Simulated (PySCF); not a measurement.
SnH2, singlet: structure and spectrum

These are results of PySCF, PBE0, basis Sn x2c-TZVPall, H x2c-TZVPall (spin-free X2C, no spin–orbit coupling, density fitting), not measurements.

The structure is a minimum.

```xyz
3
charge 0 multiplicity 1, angstrom
Sn    0.0000    0.0000   -0.0207
H     1.2590    0.0000    1.2296
H    -1.2590    0.0000    1.2296
```

- Point group: C2v
- Bond lengths: Sn–H 1.774 Å (×2)
- Bond angles: H–Sn–H 90.4°
- Rotational symmetry number: 2
- Lowest empty level: -2.97 eV
- Entropy at 298.15 K and 1 bar: 229.6 J/(mol K)
- Enthalpy at 298.15 K above 0 K: 10.14 kJ/mol
- Principal polarisabilities: 34.2, 48.4, 49.0 bohr³
- Heat capacity Cp at 298.15 K: 36.3 J/(mol K)
- Dipole moment: 0.71 D
- Principal quadrupole moments (Buckingham, traceless) about the centre of mass: -4.99, -2.09, 7.08 D Å
- Zero-point energy: 25.5 kJ/mol
- Rotational constants: 5.44, 5.277, 2.678 cm⁻¹
- Highest occupied level: -6.62 eV

Harmonic modes (masses in u: Sn 119.902, H 1.008):
```csv
symmetry,ω (cm⁻¹),IR (km/mol),μ (u),type
a1,793,72.7,1.02,bend
a1,1736,384,1.02,stretch
b2,1738,432,1.02,stretch
```

In C2v the vibrations span 2a1 + b2. Here b1 is antisymmetric to the molecular plane and b2 lies in it.

Charges (e):
| atom | Mulliken | Löwdin | polar tensor | Mayer order to Sn1 |
| --- | --- | --- | --- | --- |
| Sn1 | 0.19 | 0.28 | 0.58 | – |
| H2,3 | -0.10 | -0.14 | -0.29 | 0.97 |

Mulliken populations on Sn1: s 9.85, p 19.87, d 20.08, f 0.01.

Counting electrons, tin keeps 2 of its valence electrons outside its bonds, so the VSEPR class is AX2E1 and the expected shape is bent (C2v), as computed. The angle of 90° is close to 90°: the heavy centre bonds with nearly pure p orbitals and keeps its lone pair s-like.

The final relaxation and frequency run took roughly 26 core-seconds on a shared host.
